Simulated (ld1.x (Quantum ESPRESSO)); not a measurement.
Which change was made? (Hf, ultrasoft)

* Element: Hf
* Generator: ld1.x (Quantum ESPRESSO) 7.5
* Type: ultrasoft
* Functional: PBE
* Relativity: scalar-relativistic
* Frozen core: [Xe] 4f14
* Valence charge: 4
* Reference configuration: 5d3 6s1 6p0
* Partial waves: 6s (bound): rcut 2.35, rcutus 2.80 bohr; 6s channel at 3.7 Ry: rcut 2.35, rcutus 2.80 bohr; 6p (bound, empty): rcut 2.35, rcutus 3.20 bohr; 6p channel at 4.25 Ry: rcut 2.35, rcutus 3.20 bohr; 5d (bound): rcut 2.05, rcutus 2.25 bohr; 5d channel at 1.25 Ry: rcut 2.05, rcutus 2.25 bohr
* Local potential: all-electron potential smoothed inside 2.50 bohr (lloc = -1)
* Core correction: none
* Augmentation charge: PSQ, inside the norm-conserving radii

Cutoffs, loose and tight: the cutoffs (Ry, on a coarse ladder) from which the occupation-weighted sum of valence levels, in a spherical-Bessel basis at the reference potential, stays within 10 and 1 mRy of its value at 400 Ry. They do not see the model core or the augmentation charge, which bear on the density cutoff. Test errors are all-electron minus pseudo excitation energies from the reference, over the configurations 5d2 6s2 6p0; 5d2 6s1 6p0; 5d2 6s0 6p0; 5d1 6s0 6p0; 5d2 6s1.5 6p0; 5d2 6s1 6p1; 5d1 6s2 6p1; variants that change the core or the reference have their own tests.

The base gives: outcome: generated; cutoff, loose: 18 Ry; cutoff, tight: 21 Ry; bound ghosts: none; largest test error (meV): +303.

(1) After one change the result is: outcome: generated; cutoff, loose: 10 Ry; cutoff, tight: 15 Ry; bound ghosts: none; largest test error (meV): -948. Which change was it?
A. local potential all-electron potential smoothed inside 1.52 bohr (lloc = -1)
B. core correction a·sin(br)/r model core inside 1.16 bohr
C. all radii scaled by about 1.26 (s 3.54, p 4.04, d 2.84 bohr, rcut 2.96/2.96/2.58); local potential all-electron potential smoothed inside 3.16 bohr (lloc = -1)
D. reference 5d2 6s0.5 6p0
E. functional PBEsol

## Answers

(1) C. The others give: reference 5d2 6s0.5 6p0 → outcome: generated; cutoff, loose: 18 Ry; cutoff, tight: 21 Ry; bound ghosts: s; largest test error (meV): +167 | core correction a·sin(br)/r model core inside 1.16 bohr → outcome: generated; cutoff, loose: 18 Ry; cutoff, tight: 21 Ry; bound ghosts: none; largest test error (meV): -575 | local potential all-electron potential smoothed inside 1.52 bohr (lloc = -1) → outcome: generated; cutoff, loose: 30 Ry; cutoff, tight: 30 Ry; bound ghosts: s, d, p; largest test error (meV): +224 | functional PBEsol → outcome: generated; cutoff, loose: 18 Ry; cutoff, tight: 21 Ry; bound ghosts: none; largest test error (meV): +204.
